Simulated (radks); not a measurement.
The numbers below are computed, except where a source is named.
Excited configurations of S VI: one electron is placed in a higher orbital outside [Ne]. The ground configuration is [Ne] 3s1. Code: a radial shooting solver on a logarithmic mesh with Libxc functionals. Model: Dirac Kohn-Sham, PBE, spin-unpolarised, spherical densities, point nucleus; open shells fill j = l - 1/2 first. Excitation = E - E(ground); binding = E(ion) - E, where the ion is the core of charge +6; n* = 6/sqrt(2 binding) in atomic units, and the quantum defect is n - n*.

outer orbital	excitation (eV)	binding (eV)	n*	quantum defect	<r> (bohr)
3p1/2	12.836	75.281	2.551	0.449	1.494
3d3/2	30.590	57.527	2.918	0.082	1.600
5s1/2	61.978	26.139	4.329	0.671	4.727
6p1/2	71.923	16.194	5.500	0.500	7.480
6d3/2	73.560	14.557	5.801	0.199	7.996
6f5/2	74.148	13.969	5.921	0.079	7.840
7d3/2	77.443	10.674	6.774	0.226	11.11

The Delta-SCF ionisation energy is 88.117 eV (NIST Atomic Spectra Database: 88.053 eV, measured). Self-interaction in the functional shifts the binding energies and quantum defects, so they are the method's values and not measured ones. Spin polarisation and multiplet splitting are left out, so open shells lie too high by an amount that depends on their filling.

Beside tabulated values, note that spin-unpolarised runs miss the spin-polarisation part of the exchange energy of open shells.
